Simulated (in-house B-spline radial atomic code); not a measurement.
Tm²⁺: [Kr] (4d3/2)4 (4d5/2)5 4f13 5s2 5p6 6s1 (with a hole in an inner shell)

Method: Dirac-Hartree-Fock, average of the jj configuration, Fermi nucleus of rms radius 5.2256 fm. Calculated with a B-spline radial code for spherical atoms.

Z_r = [3n² - l(l+1)]/(2<r>); Z_e = n√(-2ε); the last column is Slater's effective charge. Values are occupation-weighted means over j. An effective charge above Z reflects the relativistic contraction of the inner shells.

```
shell  electrons   ε (eV)  <r> (bohr)    Z_r    Z_e  Slater
   1s          2   -59781     0.02001  74.97  66.29   68.70
   2s          2   -10239     0.08423  71.24  54.86   64.85
   2p          6  -9082.5     0.07505  66.62  51.67   64.85
   3s          2  -2378.2      0.2198  61.42  39.66   57.75
   3p          6  -2017.4       0.219  57.07  36.53   57.75
   3d         10  -1549.7      0.1999  52.54  32.02   47.85
   4s          2  -516.66      0.4975  48.24  24.65   41.25
   4p          6  -394.14      0.5267  43.67  21.53   41.25
   4d          9  -226.18      0.5704  36.82  16.31   30.20
   5s          2  -87.133       1.227  30.57  12.65   13.05
   5p          6  -54.676       1.426  25.60  10.02   13.05
   4f         13   -39.45      0.7258  24.80   6.81   19.80
   6s          1  -19.592       3.259  16.57   7.20    4.20
```

The least bound orbital is 6s1/2 at -19.59 eV, and it is also the most diffuse (<r> = 3.259 bohr). The part-filled 4d shell lies below the filled 5p shell in orbital energy.

For the 1s electron the small component carries 6.69 % of the norm, the zero-frequency Breit interaction raises the level by 193.1 eV, self-energy by 118 eV, and vacuum polarisation lowers it by 20.72 eV.

The density falls to 0.001 bohr⁻³ at 4.175 bohr; Σ<r²> = 44.646 bohr² gives, by the non-relativistic formula and without the paramagnetism of open shells, a Langevin diamagnetic susceptibility of -35.36×10⁻⁶ cm³/mol.
